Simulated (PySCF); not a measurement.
PySCF input (BP86/def2-TZVPD):

```python
from pyscf import gto, scf, dft

mol = gto.M(
    atom='''
    C    -0.00000000   -0.00000000   -1.36999048
    C    -0.00000000   -0.00000000   -0.00255813
    N     0.00000000    0.00000000    1.17647024
    ''',
    basis='def2-tzvpd',
    charge=0,
    spin=1,
    symmetry='C2v',
    verbose=4,
)

mf = dft.UKS(mol, xc='bp86').density_fit(auxbasis='def2-universal-jkfit')
mf.grids.level = 3
mf.conv_tol = 1e-9
mf.max_cycle = 100
mf.max_memory = 1500
mf.kernel()
if not mf.converged:
    mf = mf.newton()
    mf.kernel(mf.make_rdm1())
mf.analyze()
```

End of the output:

```
Extra cycle  E= -130.797260096267  delta_E= 9.03e-10  |g|= 4.3e-05  |ddm|= 3.47e-05
converged SCF energy = -130.797260096267  <S^2> = 0.7570174  2S+1 = 2.0070051
**** SCF Summaries ****
Total Energy =                        -130.797260096267195
Nuclear Repulsion Energy =              41.510113870517308
One-electron Energy =                 -257.333331184987401
Two-electron Energy =                   85.025957218202905
Two-electron Coulomb Energy =          102.562062461550894
DFT Exchange-Correlation Energy =      -17.536105243347983
HOMO-LUMO gap [eV] =                     0.372460704836502
Wave-function symmetry = B1
alpha occupancy for each irrep:     A1   A2   B1   B2
                                     7    0    2    1
beta  occupancy for each irrep:     A1   A2   B1   B2
                                     7    0    1    1
**** MO energy ****
alpha MO #1 (A1 #1), energy= -14.0921289929398 occ= 1
alpha MO #2 (A1 #2), energy= -10.0364828005787 occ= 1
alpha MO #3 (A1 #3), energy= -9.98370269764537 occ= 1
alpha MO #4 (A1 #4), energy= -0.902626108738769 occ= 1
alpha MO #5 (A1 #5), energy= -0.722461492924115 occ= 1
alpha MO #6 (B1 #1), energy= -0.400462394627563 occ= 1
alpha MO #7 (A1 #6), energy= -0.399624918475272 occ= 1
alpha MO #8 (B2 #1), energy= -0.398974976139287 occ= 1
alpha MO #9 (A1 #7), energy= -0.322116466215665 occ= 1
alpha MO #10 (B1 #2), energy= -0.254061706775954 occ= 1
alpha MO #11 (B2 #2), energy= -0.240374028222471 occ= 0
alpha MO #12 (A1 #8), energy= -0.00274789346471138 occ= 0
alpha MO #13 (B1 #3), energy= -0.00170828409682622 occ= 0
alpha MO #14 (B2 #3), energy= 0.000879557933448571 occ= 0
alpha MO #15 (A1 #9), energy= 0.0585055324289527 occ= 0
alpha MO #16 (A1 #10), energy= 0.104754951097593 occ= 0
alpha MO #17 (B1 #4), energy= 0.133578545701209 occ= 0
alpha MO #18 (B2 #4), energy= 0.133717542266906 occ= 0
alpha MO #19 (A1 #11), energy= 0.144412680347222 occ= 0
alpha MO #20 (A2 #1), energy= 0.14756806265961 occ= 0
alpha MO #21 (A1 #12), energy= 0.149565985939914 occ= 0
alpha MO #22 (B1 #5), energy= 0.170006786530529 occ= 0
alpha MO #23 (B2 #5), energy= 0.174913145554627 occ= 0
alpha MO #24 (A1 #13), energy= 0.18881372834257 occ= 0
alpha MO #25 (A2 #2), energy= 0.259450397441765 occ= 0
alpha MO #26 (A1 #14), energy= 0.260375570261961 occ= 0
alpha MO #27 (A1 #15), energy= 0.261777384088104 occ= 0
alpha MO #28 (B1 #6), energy= 0.29252251935756 occ= 0
alpha MO #29 (B2 #6), energy= 0.295194835611958 occ= 0
alpha MO #30 (A1 #16), energy= 0.33936085213787 occ= 0
alpha MO #31 (A1 #17), energy= 0.347798099567204 occ= 0
alpha MO #32 (B1 #7), energy= 0.425436298343866 occ= 0
alpha MO #33 (B2 #7), energy= 0.426467697316638 occ= 0
alpha MO #34 (A2 #3), energy= 0.436942076833885 occ= 0
alpha MO #35 (A1 #18), energy= 0.437354591338476 occ= 0
alpha MO #36 (A1 #19), energy= 0.472692775129271 occ= 0
alpha MO #37 (A1 #20), energy= 0.509798983645759 occ= 0
alpha MO #38 (B1 #8), energy= 0.513467173415623 occ= 0
alpha MO #39 (B2 #8), energy= 0.515443723742376 occ= 0
alpha MO #40 (B1 #9), energy= 0.634253829512196 occ= 0
alpha MO #41 (B2 #9), energy= 0.636142427527508 occ= 0
alpha MO #42 (A1 #21), energy= 0.636781109537634 occ= 0
alpha MO #43 (A2 #4), energy= 0.66334544190897 occ= 0
alpha MO #44 (A1 #22), energy= 0.665451759323739 occ= 0
alpha MO #45 (A1 #23), energy= 0.683319620676252 occ= 0
alpha MO #46 (A1 #24), energy= 0.759926469224993 occ= 0
alpha MO #47 (B1 #10), energy= 0.862064477540138 occ= 0
alpha MO #48 (B2 #10), energy= 0.863622586989407 occ= 0
alpha MO #49 (A2 #5), energy= 0.872704971288294 occ= 0
alpha MO #50 (A1 #25), energy= 0.874874312214499 occ= 0
alpha MO #51 (A1 #26), energy= 0.882261551266178 occ= 0
alpha MO #52 (B1 #11), energy= 1.1506953758536 occ= 0
alpha MO #53 (B2 #11), energy= 1.15458132712067 occ= 0
alpha MO #54 (A1 #27), energy= 1.20077295268861 occ= 0
alpha MO #55 (A2 #6), energy= 1.30101375337299 occ= 0
alpha MO #56 (A1 #28), energy= 1.30199792108827 occ= 0
alpha MO #57 (B1 #12), energy= 1.35559123915528 occ= 0
alpha MO #58 (B2 #12), energy= 1.3599559713613 occ= 0
alpha MO #59 (A1 #29), energy= 1.37496074024717 occ= 0
alpha MO #60 (A1 #30), energy= 1.51185488586767 occ= 0
alpha MO #61 (A1 #31), energy= 1.59004728907806 occ= 0
alpha MO #62 (B1 #13), energy= 1.63797048361147 occ= 0
alpha MO #63 (B2 #13), energy= 1.64079484377124 occ= 0
alpha MO #64 (B1 #14), energy= 1.77230895976772 occ= 0
alpha MO #65 (B2 #14), energy= 1.7759814600219 occ= 0
alpha MO #66 (A1 #32), energy= 1.84438186938047 occ= 0
alpha MO #67 (A1 #33), energy= 2.03174705962712 occ= 0
alpha MO #68 (B1 #15), energy= 2.34474766864949 occ= 0
alpha MO #69 (B2 #15), energy= 2.35074091570562 occ= 0
alpha MO #70 (A1 #34), energy= 2.369798865969 occ= 0
alpha MO #71 (A2 #7), energy= 2.37054134900641 occ= 0
alpha MO #72 (A1 #35), energy= 2.37263506211863 occ= 0
alpha MO #73 (B1 #16), energy= 2.3941064225623 occ= 0
alpha MO #74 (B2 #16), energy= 2.3948556893116 occ= 0
alpha MO #75 (A1 #36), energy= 2.49073236000637 occ= 0
alpha MO #76 (B1 #17), energy= 2.63942260577545 occ= 0
alpha MO #77 (B2 #17), energy= 2.64332187797993 occ= 0
alpha MO #78 (B1 #18), energy= 2.67920893043476 occ= 0
alpha MO #79 (B2 #18), energy= 2.68009147289149 occ= 0
alpha MO #80 (A2 #8), energy= 2.88210102843508 occ= 0
alpha MO #81 (A1 #37), energy= 2.88554055894283 occ= 0
alpha MO #82 (B1 #19), energy= 2.96494892145887 occ= 0
alpha MO #83 (B2 #19), energy= 2.9653533701769 occ= 0
alpha MO #84 (A2 #9), energy= 2.98621102935612 occ= 0
alpha MO #85 (A1 #38), energy= 2.99111023441962 occ= 0
alpha MO #86 (A1 #39), energy= 3.07789209768771 occ= 0
alpha MO #87 (A2 #10), energy= 3.20221075057891 occ= 0
alpha MO #88 (A1 #40), energy= 3.20423008513491 occ= 0
alpha MO #89 (A1 #41), energy= 3.38060285667476 occ= 0
alpha MO #90 (B1 #20), energy= 3.43331543712533 occ= 0
alpha MO #91 (B2 #20), energy= 3.4384624805556 occ= 0
alpha MO #92 (A1 #42), energy= 3.51281950612046 occ= 0
alpha MO #93 (B1 #21), energy= 3.78362631945365 occ= 0
alpha MO #94 (B2 #21), energy= 3.78377625870864 occ= 0
alpha MO #95 (B1 #22), energy= 4.07509446329751 occ= 0
alpha MO #96 (B2 #22), energy= 4.079458649599 occ= 0
alpha MO #97 (A1 #43), energy= 4.22606093233886 occ= 0
alpha MO #98 (A2 #11), energy= 4.4087476469032 occ= 0
alpha MO #99 (A1 #44), energy= 4.4101820347521 occ= 0
alpha MO #100 (A2 #12), energy= 4.54383914428677 occ= 0
alpha MO #101 (A1 #45), energy= 4.54544272746503 occ= 0
alpha MO #102 (A1 #46), energy= 4.63061041743094 occ= 0
[...]
```

It need not be the lowest isomer of its formula.
